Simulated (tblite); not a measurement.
Compound: C5H12O2Si.
Cartesian coordinates in Å at the GFN2-xTB level; atoms count from 1:
```xyz
20
C5H12O2Si angstrom
C      2.8363    0.9625    0.2996
C      1.8590   -0.1812    0.5081
O      0.7733   -0.0152   -0.3883
C     -0.2241   -0.9744   -0.2577
C     -1.2924   -0.6855   -1.3150
C     -2.1386    0.4710   -0.7814
Si    -2.0106    0.2078    1.1021
O     -0.8234   -0.9220    1.0061
H      3.2012    0.9571   -0.7237
H      3.6763    0.8584    0.9807
H      2.3396    1.9108    0.4841
H      1.4850   -0.1890    1.5401
H      2.3450   -1.1498    0.3114
H      0.2061   -1.9880   -0.3581
H     -0.8089   -0.4543   -2.2630
H     -1.9034   -1.5809   -1.4322
H     -3.1452    0.4406   -1.1915
H     -1.6932    1.4202   -1.0753
H     -1.5549    1.3976    1.8168
H     -3.1319   -0.4750    1.7343
```

Computed with GFN2-xTB (tblite): harmonic, unscaled wavenumbers at the GFN2-xTB geometry, gas phase. This tight-binding method is rough: wavenumbers can miss measured ones by several per cent, in bad cases by 10 to 20. Modes of hydrogen on silicon can be 10 to 20 % off. One conformer, not necessarily the lowest.

Harmonic wavenumbers (cm⁻¹): 42.5, 80.0, 109.1, 126.4, 196.9, 210.5, 348.5, 377.5, 434.1, 470.9, 546.8, 584.9, 659.8, 704.9, 721.8, 775.4, 795.4, 821.6, 837.3, 892.0, 936.6, 951.0, 1020.6, 1046.6, 1089.5, 1097.0, 1133.5, 1152.1, 1156.7, 1173.1, 1249.6, 1254.9, 1280.9, 1308.4, 1318.9, 1349.0, 1398.7, 1458.7, 1474.4, 1479.6, 1492.1, 1494.8, 2278.1, 2317.4, 2809.6, 2850.7, 2905.5, 2987.8, 3001.7, 3008.5, 3019.2, 3046.2, 3050.3, 3054.7.

A = 3118, B = 1099, C = 996.5 MHz; mass 132.061 u (most abundant isotopes); point group C1, symmetry number 1.

Problem. What is the zero-point energy?

Solution. Half the sum of the wavenumbers: 35691 cm⁻¹ = 102.05 kcal/mol.

Problem. Give the ideal-gas entropy at 200 K and 1 bar in the rigid-rotor, harmonic-oscillator model (classical rotation).

Solution. Translation 38.59, rotation 27.74, vibration 17.72: S = 84.0 cal/(mol K).

Problem. And Cp and H(200 K) − H(0)?

Solution. Cp = 26.84 cal/(mol K), of which vibrations give 18.89 (their classical limit is 54 R = 107.3); H(200 K) − H(0) = 3.50 kcal/mol without the zero-point energy, 1.91 from vibrations.

Problem. Which modes carry the vibrational entropy at 200 K?

Solution. 42.5 cm⁻¹: 4.35; 80.0 cm⁻¹: 3.11; 109.1 cm⁻¹: 2.52; 126.4 cm⁻¹: 2.24; 196.9 cm⁻¹: 1.45; 210.5 cm⁻¹: 1.34 cal/(mol K); the other 48 give 2.70 together.

Problem. Blend soft modes into free rotors: weight 1/[1 + (100 cm⁻¹/ν̃)⁴] for the oscillator and the rest for a rotor with moment μB/(μ + B), μ = h/(8π²ν), B = 10⁻⁴⁴ kg m². What vibrational entropy results?

Solution. 16.38 cal/(mol K) in place of 17.72, which changes −T·S at 200 K by +0.27 kcal/mol.

Problem. How do the functions run with temperature in this model?

Solution. 
| T (K) | S (cal/(mol K)) | Cp (cal/(mol K)) | H − H(0) (kcal/mol) | G − H(0) (kcal/mol) | ln q(vib) |
| --- | --- | --- | --- | --- | --- |
| 100 | 69.0 | 17.8 | 1.28 | -5.62 | 1.70 |
| 300 | 97.0 | 37.8 | 6.72 | -22.37 | 6.52 |
| 500 | 121.2 | 58.1 | 16.40 | -44.22 | 11.46 |
| 800 | 153.2 | 77.8 | 37.04 | -85.53 | 18.88 |
| 1000 | 171.5 | 86.2 | 53.48 | -118.04 | 23.58 |

q(vib) and H(0) count from the zero-point level.

Hindered rotation and anharmonicity are outside this model. Other conformers, if any are populated, would add a mixing term that is left out. The structure is chiral; the term R ln 2 for an equal mix with its mirror image is left out.
